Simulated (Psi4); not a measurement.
Torsional profile of SMILES F[Si](F)(F)[SiH2][SiH2][Si](F)(F)F. Scanned: dihedral Si2–Si5–Si6–Si7; all other coordinates were relaxed at GFN2-xTB. GFN2-xTB can order the conformers of Si and Ge chains otherwise than DFT does. Points at φ and −φ are mirror images.

Geometry of the scan point at -150° (Å):
```
14

F      2.7649     0.4712     2.5104
Si     1.9193    -0.1617     1.3227
F      0.7491    -0.9088     2.1051
F      2.8424    -1.3765     0.8708
Si     1.1427     1.1561    -0.3690
Si    -0.6085     0.1280    -1.5343
Si    -0.6659     0.7804    -3.7191
F      0.5090     0.2036    -4.6245
F     -0.4811     2.3527    -3.8991
F     -1.9460     0.4895    -4.6150
H      0.7311     2.4457     0.2142
H      2.2795     1.4817    -1.2493
H     -1.9202     0.4345    -0.9359
H     -0.5088    -1.3424    -1.5021
```

Computed with PBE-D3(BJ)/def2-SVP // GFN2-xTB in Psi4.

Scanned values (°): -150, -120, -90, -60, -30, 0, 30, 60, 90, 120, 150, 180.

Q: Describe the profile: where are the wells and the tops?

A: Lower than their neighbours: -60° (0.0 kJ/mol), 60° (0.0 kJ/mol), 180° (4.9 kJ/mol). Higher than their neighbours: -120° (8.4 kJ/mol), 0° (2.9 kJ/mol), 120° (8.4 kJ/mol). The whole profile spans 8.4 kJ/mol.
